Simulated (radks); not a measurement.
Task: The neodymium ion Nd4+, 56 electrons, occupied as [Xe] 4f2. Calculated with a radial shooting solver on a logarithmic mesh with Libxc functionals: scalar-relativistic Kohn-Sham, LDA (Slater exchange, Perdew-Zunger correlation), spin-polarised, spherical densities, finite nucleus; open shells are filled with parallel spins first (spin-orbit coupling, left out, can overturn this in heavy ions); Fermi nuclear charge, rms radius 4.9123 fm. Some entries of the table are withheld. Estimate them.

orbital,occ.,eigenvalue (hartree),<r> (bohr)
1s down,1,-1595.108,0.02365
1s up,1,-1595.108,0.02365
2s up,1,-259.6532,0.1011
2s down,1,-259.6523,0.1011
2p up,3,-232.4426,0.08884
2p down,3,-232.4420,0.08883
3s up,1,-57.88930,0.2667
3s down,1,-57.86371,0.2667
3p up,3,-49.30506,0.2648
3p down,3,-49.27971,0.2647
3d up,5,-37.35253,0.2420
3d down,5,-37.33256,0.2419
4s up,1,-13.04857,0.6052
4s down,1,-12.98637,0.6052
4p up,3,-10.21964,0.6396
4p down,3,-10.15783,0.6397
4d up,5,-6.19006,0.6978
4d down,5,-6.12939,0.6982
5s up,1,-3.07464,1.393
5s down,1,-3.04309,1.399
5p up,3,-2.31752,1.573
5p down,3,-2.29311,1.582
4f up,2,(1),0.8953
4f down,0,(2),0.9039
5d up,0,-1.34250,2.040
5d down,0,-1.32948,2.056
6s up,0,-1.11706,2.963
6s down,0,-1.11122,2.975

Result: 
(1) 4f up eigenvalue (hartree): -1.86699
(2) 4f down eigenvalue (hartree): -1.81229
